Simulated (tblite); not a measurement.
C₃H₉NOSi.
Atom-mapped SMILES: `[CH3:1][C@@H:2]([OH:3])/[CH:4]=[N:5]/[SiH3:6]` (hydrogens: H7, H8, H9 on C1; H10 on C2; H11 on O3; H12 on C4; H13, H14, H15 on Si6)

A start from a force field or distance geometry was refined with GFN2-xTB geometry optimisation, gas phase in tblite 0.8.0. Values at the start:

| coordinate | start |
| --- | --- |
| C1–C2 | 1.516 Å |
| C1–H7 | 1.087 Å |
| C2–O3 | 1.405 Å |
| C2–C4 | 1.528 Å |
| C2–H10 | 1.091 Å |
| O3–H11 | 0.973 Å |
| C4=N5 | 1.284 Å |
| C4–H12 | 1.120 Å |
| N5–Si6 | 1.735 Å |
| Si6–H13 | 1.473 Å |
| C1–C2–O3 | 110.0° |
| C1–C2–C4 | 109.4° |
| C2–C4–N5 | 119.8° |
| O3–C2–C4 | 109.3° |
| C4–N5–Si6 | 116.2° |
| C1–C2–C4–N5 | -107° |
| C2–C4–N5–Si6 | 180° |

How do these coordinates change at the GFN2-xTB level?

| coordinate | GFN2-xTB (Å or °) | change |
| --- | --- | --- |
| C4=N5 | 1.251 | -0.033 |
| C2–C4 | 1.503 | -0.025 |
| C4–H12 | 1.096 | -0.024 |
| C1–C2 | 1.538 | +0.022 |
| N5–Si6 | 1.721 | -0.014 |
| Si6–H13 | 1.460 | -0.013 |
| C2–H10 | 1.101 | +0.010 |
| C2–O3 | 1.400 | -0.005 |
| O3–H11 | 0.972 | -0.001 |
| C1–H7 | 1.086 | -0.001 |
| C4–N5–Si6 | 135.3 | +19.1 |
| O3–C2–C4 | 111.1 | +1.8 |
| C1–C2–O3 | 111.3 | +1.3 |
| C1–C2–C4 | 108.9 | -0.5 |
| C2–C4–N5 | 119.8 | 0.0 |
| C1–C2–C4–N5 | -116 | -9 |
| C2–C4–N5–Si6 | 179 | -1 |

The energy falls by 6.5 kcal/mol over 143 L-BFGS steps, the largest force on an atom goes from 2.07 to 0.008 eV/Å, and the atoms move by 0.554 Å rms after alignment. The bond that changes most is C4=N5 (C=N carbon to C=N nitrogen), which shortens by 0.033 Å. Bonds longer at the end by more than 0.005 Å: 2 of 14; shorter: 10. Among the dihedrals that turn most is C4–N5–Si6–H13, from 57° to 121°. Rotational constants go from 7041, 1330, 1208 to 7101, 1299, 1184 MHz.

On one thread, Arm Neoverse N1 (aarch64), shared host with 64 logical CPUs at a one-minute load of 61, this took 1.3 s.

Its GFN2-xTB frequencies are all real (lowest 68 cm⁻¹). One conformer, not necessarily the lowest.

All values are computed, not measured.
